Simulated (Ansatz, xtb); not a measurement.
Spectroscopic constants of ClF-, multiplicity 2 (lowest of 2S+1 = 2, 4 at CCSD(T)/def2-TZVPP on PBE0 minima; our sources give no spin for the ground state, which may be another). The T1 diagnostic near the minimum is 0.056, so single-reference values are doubtful.

Constants: fifth-degree fit in 1/R to seven points, most abundant isotopes. In def2 and cc sets the state is the lowest found near the PBE0 minimum, followed along R.

Programs: Ansatz (Gaussian orbitals); xtb for the GFN methods. Values without a source in brackets are computed. The GFN methods have no spin term and hold the electronic entropy of 300 K.

```csv
level,r_e (Å),ω_e (cm⁻¹),B_e (cm⁻¹),α_e (cm⁻¹)
GFN1-xTB,2.265,303,0.267,0.0057
SVWN5/def2-TZVPP,2.201,321,0.283,0.0039
PBE/def2-TZVPP,2.309,260,0.257,0.0045
r2SCAN/def2-TZVPP,2.284,279,0.262,0.0041
B97M-V/def2-TZVPP,2.309,264,0.257,0.0043
B3LYP/def2-TZVPP,2.287,283,0.262,0.0040
PBE0/def2-TZVPP,2.239,305,0.273,0.0039
BHLYP/def2-TZVPP,2.224,326,0.277,0.0035
CAM-B3LYP/def2-TZVPP,2.224,329,0.277,0.0034
wB97X-V/def2-TZVPP,2.212,339,0.280,0.0032
wB97M-V/def2-TZVPP,2.217,336,0.279,0.0032
B2PLYP/def2-TZVPP,2.224,331,0.277,0.0033
CCSD/def2-TZVPP,2.180,372,0.288,0.0032
CCSD(T)/aug-cc-pV(T+d)Z,2.168,374,0.291,0.0032
CCSD(T)/def2-TZVPP,2.177,372,0.289,0.0032
CCSD(T)/aug-cc-pV(Q+d)Z,2.156,380,0.295,0.0034
CCSD(T)/def2-QZVPP,2.163,376,0.293,0.0033
"CCSD(T)/CBS(aug-cc-pV(T+d)Z, aug-cc-pV(Q+d)Z)",2.150,386,0.296,0.0034
```

Cores are frozen in the correlated methods. CBS(a, b) extrapolates the correlation energy as X⁻³ and adds the Hartree–Fock energy of set b.

Doubts at one or more of the structures used: T1 above 0.05 (CCSD/def2-TZVPP, CCSD(T)/aug-cc-pV(T+d)Z, CCSD(T)/def2-TZVPP, CCSD(T)/aug-cc-pV(Q+d)Z, CCSD(T)/def2-QZVPP, CCSD(T)/CBS(aug-cc-pV(T+d)Z, aug-cc-pV(Q+d)Z)); other coupled-cluster roots lie near (CCSD/def2-TZVPP, CCSD(T)/def2-TZVPP).

Ansatz is a quantum-chemistry and plane-wave program.
